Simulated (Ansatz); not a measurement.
Relaxation of ClF2H4O3Ta (11 atoms, charge 0, multiplicity 1), to a largest force component of 0.03 eV/Å in at most 50 steps.

Level of theory: RKS B3LYP-D4/def2-SVP (Ansatz 0.2.0).

```xyz
11
Properties=species:S:1:pos:R:3
Ta -0.626 0.414 -0.035
O 2.448 -0.199 -0.801
H 2.784 -0.677 -0.030
O 0.287 -0.008 1.600
H -0.088 -0.675 2.195
O -0.037 -0.399 -1.613
H 0.945 -0.535 -1.647
Cl -2.409 1.896 -0.241
F -1.817 -0.996 0.443
F 0.647 1.852 -0.157
H 2.417 0.745 -0.516
```

**Question.** Where does it end, and by what steps?

**Answer.** It converged. After 14 steps the energy has fallen by 0.117 eV; H3 moved furthest, 1.14 Å.

```csv
step,energy less start (eV),largest force component (eV/Å),accepted
0,0.0000,0.636,yes
1,-0.0239,0.393,yes
2,-0.0362,0.215,yes
3,-0.0500,0.212,yes
4,-0.0594,0.371,yes
5,-0.0682,0.406,yes
6,-0.0840,0.281,yes
7,-0.0933,0.157,yes
8,-0.1038,0.200,yes
9,-0.1091,0.236,yes
10,-0.1126,0.131,yes
11,-0.1154,0.119,yes
12,-0.1158,0.080,yes
13,-0.1154,0.073,no
14,-0.1170,0.023,yes
```

```xyz
11
Properties=species:S:1:pos:R:3
Ta -0.665 0.264 0.218
O 2.610 0.139 -1.459
H 3.320 -0.298 -0.967
O -0.345 -0.105 2.060
H -0.865 -0.693 2.626
O 0.221 -0.792 -1.034
H 1.161 -0.594 -1.341
Cl -1.971 2.048 -0.537
F -2.173 -0.885 0.281
F 0.887 1.418 0.269
H 2.372 0.915 -0.918
```

Whether the end is a true minimum wasn't checked by a vibrational analysis.

Run time: 54 s on 4 threads of Arm Neoverse V1, on a shared host, peak memory 0.43 GiB.
